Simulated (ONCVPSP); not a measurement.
Transferability test, ONCV potential for lanthanum (La)

```
Element                 : lanthanum
Generator               : ONCVPSP 4.0.1
Type                    : optimised norm-conserving Vanderbilt (ONCV)
Functional              : PBE
Relativity              : scalar-relativistic
Frozen core             : [Kr] 4d10
Valence charge          : 11
Reference configuration : 5s2 5p6 5d1 6s2
Partial waves           : 5s+6s: rc 3.00 bohr, ncon 5, nbas 9, qcut 3.7 1/bohr, 2 projectors; 5p: rc 2.85 bohr, ncon 4, nbas 8, qcut 4.8 1/bohr, 2 projectors, debl 3.5 Ha; 5d: rc 3.50 bohr, ncon 4, nbas 9, qcut 3.8 1/bohr, 2 projectors, debl 1.9 Ha; f scattering state at 0.27 Ha: rc 3.15 bohr, ncon 4, nbas 8, qcut 3.9 1/bohr, 1 projector
Local potential         : polynomial inside 2.40 bohr (lpopt 5, dvloc0 4 Ha)
Core correction         : Teter function, fcfact 3.75, rcfact 1.55
```

In the f channel the program set the typed energies aside and used -0.160 Ha.

Energies are relative to the spin-unpolarised reference configuration 5s2 5p6 5d1 6s2; without spin polarisation the order of configurations can differ from experiment.

```json
{"valence configuration": "5s2 5p6 5d1 6s1", "charge": "+1", "ΔE all-electron (eV)": "5.966", "error AE − PS (meV)": "-2.7"}
{"valence configuration": "5s2 5p6 5d0 6s0", "charge": "+3", "ΔE all-electron (eV)": "35.804", "error AE − PS (meV)": "+3.6"}
{"valence configuration": "5s2 5p6 5d0 6s2", "charge": "+1", "ΔE all-electron (eV)": "6.385", "error AE − PS (meV)": "+0.8"}
```

Q: What are ΔE and the potential's error for 5s2 5p6 5d1 6s0?

A: ΔE = 16.854 eV all-electron; the error (AE − PS) is -15 meV.

Levels in the configuration 5s2 5p6 5d1 6s0:

```csv
level,all-electron (eV),pseudo (eV)
5s,-51.522,-51.607
5p,-34.918,-34.938
5d,-14.698,-14.690
```
